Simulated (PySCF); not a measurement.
H₃F₅Si₃, SMILES F[SiH](F)[SiH2][Si](F)(F)F, CAM-B3LYP/def2-SVP optimised geometry.

```
11

Si     2.04    -0.75     0.00
F      2.55    -0.17     1.42
F      2.55    -2.28    -0.11
Si    -0.30    -0.75     0.00
Si    -1.11     1.43     0.00
F     -2.68     1.50    -0.27
F     -0.38     2.28    -1.15
F     -0.83     2.18     1.38
H      2.68     0.03    -1.08
H     -0.78    -1.40    -1.25
H     -0.82    -1.47     1.19
```

Density from CAM-B3LYP/def2-TZVP (PySCF) at that geometry.

Minimum of the electron density along straight lines between bonded atoms, close to the bond critical point (lines longer than 1.1 times the sum of covalent radii, or with two minima, are not listed):

| bond | length / Å | ρ at the minimum / e bohr⁻³ | ∇²ρ there / e bohr⁻⁵ | position (fraction from the first atom) |
|---|---|---|---|---|
| Si1–F2 | 1.612 | 0.135 | 0.91 | 0.42 |
| Si1–F3 | 1.613 | 0.135 | 0.91 | 0.42 |
| Si1–Si4 | 2.339 | 0.100 | ___ | 0.55 |
| Si4–Si5 | 2.321 | 0.099 | -0.12 | 0.36 |
| Si5–F6 | 1.602 | 0.140 | 0.96 | 0.42 |
| Si5–F7 | 1.605 | 0.139 | 0.94 | 0.42 |
| Si5–F8 | 1.602 | 0.140 | 0.96 | 0.42 |
| Si1–H9 | 1.478 | 0.130 | 0.11 | 0.49 |
| Si4–H10 | 1.488 | 0.120 | 0.15 | 0.49 |
| Si4–H11 | 1.486 | 0.121 | 0.15 | 0.49 |

Q: Fill in the missing entries.

A: 
- Si1–Si4, ∇²ρ there / e bohr⁻⁵: -0.19
